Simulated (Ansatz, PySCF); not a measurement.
Process, species as SMILES: C=[C-]/C=C\C -> C=C/C=[C-]\C
Structures are relaxed separately at B3LYP-D3(BJ)/def2-TZVP in Ansatz (a program for electronic structure), one conformer each, not searched for the lowest. Unstable Hartree-Fock reference: C=C/C=[C-]\C.

Quantity: isomerisation energy (enthalpy at 298 K, with B3LYP-D3(BJ) rigid-rotor harmonic-oscillator terms from PySCF), in eV. Cores are frozen in the correlated levels unless marked. No spin-orbit coupling. Non-relativistic. Anions need diffuse functions: aug- sets have them; def2-D sets add few; the other sets have none. CBS(X,Y): correlation extrapolated as X^-3; Hartree-Fock from the larger set. The bracket is a focal-point correction in the basis named.

```
level                                                                 program  isomerisation energy (eV)  minus last row
-------------------------------------------------------------  --------------  -------------------------  --------------
HF/aug-cc-pVTZ                                                         Ansatz                       0.08           -0.11
PBE-D4/def2-TZVPD                                              Ansatz + dftd4                       0.26            0.07
BLYP/def2-TZVPD                                                        Ansatz                       0.24            0.05
PBE0-D4/def2-TZVP                                              Ansatz + dftd4                       0.25            0.06
PBE0/def2-QZVPP                                                        Ansatz                       0.25            0.06
BHLYP-D3(BJ)/def2-TZVPD                                        Ansatz + dftd3                       0.18           -0.01
r2SCANh-D4/def2-TZVPD                                          Ansatz + dftd4                       0.23            0.04
r2SCAN0-D4/def2-TZVPD                                          Ansatz + dftd4                       0.22            0.03
CAM-B3LYP/def2-TZVPD                                                   Ansatz                       0.22            0.03
LC-wPBE/def2-TZVPD                                                     Ansatz                       0.24            0.05
MP2/aug-cc-pVDZ                                                        Ansatz                       0.22            0.03
MP2/cc-pwCVTZ                                                          Ansatz                       0.24            0.05
CCSD/6-31G*                                                            Ansatz                       0.21            0.02
CCSD(T)/aug-cc-pVDZ                                                    Ansatz                       0.16           -0.03
RI-MP2/CBS(aug-cc-pVTZ,aug-cc-pVQZ)+[CCSD(T)-MP2]/aug-cc-pVDZ          Ansatz                       0.19            0.00
```
